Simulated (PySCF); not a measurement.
Polarisability and C₆ of Al- (aluminium, charge -1)

[Ne] 3s2 3p2, high-spin 3P determinant. Computed with PySCF 2.14 in aug-cc-pCVQZ-DK (10s9p7d5f3g, 134 functions), with the spin-free X2C one-electron Hamiltonian (Gaussian nucleus). Coupled (time-dependent) response in atomic units; α is the mean over directions.

```tsv
method	mean α (bohr³)	α xx, yy, zz	C₆ (like pair)	S(−4)
wB97X-V	328.6	172.5, 406.7, 406.7	6107	91100
```

S(−4) is the Cauchy moment in α(ω) = α(0) + S(−4) ω² + …

α(iu) at wB97X-V:

```json
{"u (hartree)": "0", "α(iu) (bohr³)": "328.6"}
{"u (hartree)": "0.0500", "α(iu) (bohr³)": "213.6"}
{"u (hartree)": "0.100", "α(iu) (bohr³)": "124.7"}
{"u (hartree)": "0.200", "α(iu) (bohr³)": "55.50"}
{"u (hartree)": "0.300", "α(iu) (bohr³)": "30.94"}
{"u (hartree)": "0.500", "α(iu) (bohr³)": "13.50"}
{"u (hartree)": "0.750", "α(iu) (bohr³)": "6.668"}
{"u (hartree)": "1.00", "α(iu) (bohr³)": "4.008"}
{"u (hartree)": "1.50", "α(iu) (bohr³)": "1.974"}
{"u (hartree)": "2.00", "α(iu) (bohr³)": "1.216"}
{"u (hartree)": "3.00", "α(iu) (bohr³)": "0.6333"}
{"u (hartree)": "5.00", "α(iu) (bohr³)": "0.2869"}
```

A single London oscillator, α(iu) = α/(1 + u²/ω²), gives C₆ = (3/4) ω α². Matching the computed C₆ needs ω = 4 × 6107 / (3 × 328.6²) = 0.0754 hartree.

For an ion, C₆ is the dispersion term alone; charge-induced terms of lower order in 1/R come first.

The components differ because the open shell of this determinant is not spherical; for a pure term their mean is the scalar polarisability.
